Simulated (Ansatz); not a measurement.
CH$_{3}$AlCl$_{2}$, 7 atoms. The species carries charge 0 and has multiplicity 1. The bonds changed during the relaxation, so this is another structure than the one it started from. All runs use 2 threads of an Arm Neoverse V2 on a shared host. Correlated methods freeze the cores.

(1) How many basis functions does each run have, and how long does it take in Ansatz? direct RPA on PBE orbitals/def2-TZVPP energy; RHF-CCSD(T)/def2-SVP energy; RKS PBE-D4/def2-TZVPP energy and forces; RKS PBE0-D4/def2-TZVP relaxation (10 steps); RKS SPW92 (LDA)/def2-TZVPP energy; RKS ωB97M-V/def2-QZVPP energy; RKS PBE0-D4/def2-QZVPP energy; RKS HSE06 (plane-wave form)-D4/def2-TZVPP energy; RKS ωB97M-V/def2-SVP energy; RKS PBE0-D4/def2-SVP energy; RKS PBE0-D4/def2-TZVP frequencies; RKS r2SCAN0-D4/def2-TZVPP energy. (Best estimate.)

## Answers

(1) Ansatz gave: Other jobs shared the machine, so times are rough.

```tsv
level	job	functions	wall time	peak host memory (GiB)
RKS PBE0-D4/def2-SVP	energy	83	1.2 s	0.38
RKS SPW92 (LDA)/def2-TZVPP	energy	199	1.2 s	0.24
RHF-CCSD(T)/def2-SVP	energy	83	1.6 s	0.38
RKS PBE-D4/def2-TZVPP	energy and forces	199	2.4 s	0.24
RKS HSE06 (plane-wave form)-D4/def2-TZVPP	energy	199	3.4 s	0.48
direct RPA on PBE orbitals/def2-TZVPP	energy	199	3.9 s	0.38
RKS ωB97M-V/def2-SVP	energy	83	5.5 s	0.38
RKS r2SCAN0-D4/def2-TZVPP	energy	199	6 s	0.48
RKS PBE0-D4/def2-QZVPP	energy	357	7.5 s	1.1
RKS ωB97M-V/def2-QZVPP	energy	357	19 s	1.2
RKS PBE0-D4/def2-TZVP	relaxation (10 steps)	160	33 s	0.39
RKS PBE0-D4/def2-TZVP	frequencies	160	90 s	0.38
```
